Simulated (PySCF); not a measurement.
C4H9 (SMILES [CH2-]CCC), charge -1, singlet, at a GFN2-xTB geometry (in this run its highest filled SCF level lies above zero, so its values depend strongly on the basis, on diffuse functions most of all); DF-B3LYP5/6-311G** run with PySCF.

PySCF was given this input:
```python
from pyscf import gto, scf, dft

mol = gto.Mole()
mol.atom = '''
    C     0.82950969    1.91579604   -0.01573161
    C     0.74241032    0.40118335   -0.00743166
    C    -0.67838814   -0.24985231    0.00619992
    C    -0.65989620   -1.77811566    0.01380079
    H    -1.67038254   -2.20060116    0.02329053
    H     0.23184841    2.28121879    0.87586962
    H     0.21891296    2.27221900   -0.90219641
    H    -0.13048174   -2.14530323    0.89393110
    H    -0.14331564   -2.15423237   -0.87017686
    H     1.26261169   -0.00150293   -0.89454849
    H     1.27549284    0.00745908    0.87605360
    H    -1.22967161    0.09886933   -0.87431902
    H    -1.21682837    0.10780496    0.89107124
'''
mol.basis = '6-311g**'
mol.charge = -1
mol.verbose = 4
mol.build()

mf = dft.RKS(mol)
mf.xc = 'b3lyp5'
mf = mf.density_fit(auxbasis='def2-universal-jkfit')
mf.kernel()
```

What the program printed (banner, timings and long lists left out):

```
PySCF version 2.14.0

[INPUT] verbose = 4
[INPUT] num. atoms = 13
[INPUT] num. electrons = 34
[INPUT] charge = -1
[INPUT] spin (= nelec alpha-beta = 2S) = 0
[INPUT] symmetry False subgroup None
[INPUT] Mole.unit = angstrom
[INPUT] Symbol           X                Y                Z      unit          X                Y                Z       unit  Magmom
[...]
nuclear repulsion = 122.035743220998
number of shells = 68
number of NR pGTOs = 196
number of NR cGTOs = 126
basis = 6-311g**
ecp = {}

******** <class 'pyscf.df.df_jk.DFRKS'> ********
method = DFRKS
initial guess = minao
damping factor = 0
level_shift factor = 0
DIIS = <class 'pyscf.scf.diis.CDIIS'>
diis_start_cycle = 1
diis_space = 8
diis_damp = 0
SCF conv_tol = 1e-09
SCF conv_tol_grad = None
SCF max_cycles = 50
direct_scf = False
XC library pyscf.dft.libxc version 7.1.2
    S. Lehtola, C. Steigemann, M. J. T. Oliveira, and M. A. L. Marques,  SoftwareX 7, 1–5 (2018)
XC functionals = b3lyp5
    P. A. M. Dirac,  Math. Proc. Cambridge Philos. Soc. 26, 376 (1930)
    F. Bloch,  Z. Phys. 57, 545 (1929)
    A. D. Becke,  Phys. Rev. A 38, 3098 (1988)
    C. Lee, W. Yang, and R. G. Parr,  Phys. Rev. B 37, 785 (1988)
    B. Miehlich, A. Savin, H. Stoll, and H. Preuss,  Chem. Phys. Lett. 157, 200 (1989)
    S. H. Vosko, L. Wilk, and M. Nusair,  Can. J. Phys. 58, 1200 (1980)
radial grids:
    Treutler-Ahlrichs [JCP 102, 346 (1995); DOI:10.1063/1.469408] (M4) radial grids

becke partition: Becke, JCP 88, 2547 (1988); DOI:10.1063/1.454033
pruning grids: <function nwchem_prune>
grids dens level: 3
symmetrized grids: False
atomic radii adjust function: <function treutler_atomic_radii_adjust>
small_rho_cutoff = 0
Set gradient conv threshold to 3.16228e-05
Initial guess from minao.
tot grids = 144744
******** <class 'pyscf.df.df.DF'> ********
auxbasis = def2-universal-jkfit
init E= -157.660338226939
[...]
cycle= 1 E= -157.531874762417  delta_E= 0.128  |g|= 0.699  |ddm|= 2.51
[...]
cycle= 2 E= -156.24146193644  delta_E= 1.29  |g|= 1.55  |ddm|= 14.1
[...]
cycle= 3 E= -157.624910654185  delta_E= -1.38  |g|= 0.435  |ddm|= 14.1
[...]
cycle= 4 E= -157.675324064706  delta_E= -0.0504  |g|= 0.164  |ddm|= 0.448
[...]
cycle= 5 E= -157.684998988048  delta_E= -0.00967  |g|= 0.0691  |ddm|= 0.434
[...]
cycle= 6 E= -157.68632583583  delta_E= -0.00133  |g|= 0.0191  |ddm|= 0.16
[...]
cycle= 7 E= -157.686407769827  delta_E= -8.19e-05  |g|= 0.00514  |ddm|= 0.0204
[...]
cycle= 8 E= -157.686414880444  delta_E= -7.11e-06  |g|= 0.00126  |ddm|= 0.0153
[...]
cycle= 9 E= -157.686415284982  delta_E= -4.05e-07  |g|= 0.000443  |ddm|= 0.00231
[...]
cycle= 10 E= -157.686415331322  delta_E= -4.63e-08  |g|= 0.000183  |ddm|= 0.000824
[...]
cycle= 11 E= -157.686415342207  delta_E= -1.09e-08  |g|= 2.18e-05  |ddm|= 0.000542
[...]
cycle= 12 E= -157.68641534255  delta_E= -3.43e-10  |g|= 7.33e-06  |ddm|= 0.000199
[...]
Extra cycle  E= -157.686415342553  delta_E= -3.58e-12  |g|= 8.38e-06  |ddm|= 3.34e-05
converged SCF energy = -157.686415342553
```
